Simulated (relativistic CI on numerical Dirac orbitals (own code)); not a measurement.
## What each ingredient does to the levels of As30+

Base calculation: Dirac-Coulomb-Breit CI, KLI orbitals optimised for each configuration, QED by a radiative potential, unscaled Slater integrals.

CI space (outside the closed core 1s2): 2s, 2p, 3s, 3p, 3d, 4s, 4p, 4d, 4f, 5s, 5p, 5d, 5f, 5g. Levels of other configurations are missing.

Variants: (1) configuration mixing switched off. Shifts of the energy above 2s 2S_1/2, in eV, for the lowest level and the first level of each name with at least 55 % of one term (blank where a level changes its place among those of its configuration and J or its character, or is not in the variant):

```
     Level     Base  Δ(1)
 2s 2S_1/2     0.00  0.00
2p 2P°_1/2    64.36  0.00
2p 2P°_3/2   109.01  0.00
 3s 2S_1/2  1914.45  0.00
3p 2P°_1/2  1932.33  0.00
3p 2P°_3/2  1945.55  0.00
 3d 2D_3/2  1952.10  0.00
 3d 2D_5/2  1956.27  0.00
 4s 2S_1/2  2575.11  0.00
4p 2P°_1/2  2582.47  0.00
4p 2P°_3/2  2588.04  0.00
 4d 2D_3/2  2590.76  0.00
 4d 2D_5/2  2592.52  0.00
4f 2F°_5/2  2592.67  0.00
4f 2F°_7/2  2593.54  0.00
 5s 2S_1/2  2878.47  0.00
5p 2P°_1/2  2882.19  0.00
5p 2P°_3/2  2885.03  0.00
 5d 2D_3/2  2886.42  0.00
 5d 2D_5/2  2887.32  0.00
5f 2F°_5/2  2887.40  0.00
5f 2F°_7/2  2887.85  0.00
```

At this charge energies of transitions that change n are usually good to better than 1 %, and those within a shell (Δn = 0) to a few per cent.

Ionisation energy from the two ground configurations alone: base 3411.38 eV. The NIST ASD value (theoretical) is 3411.64 eV.
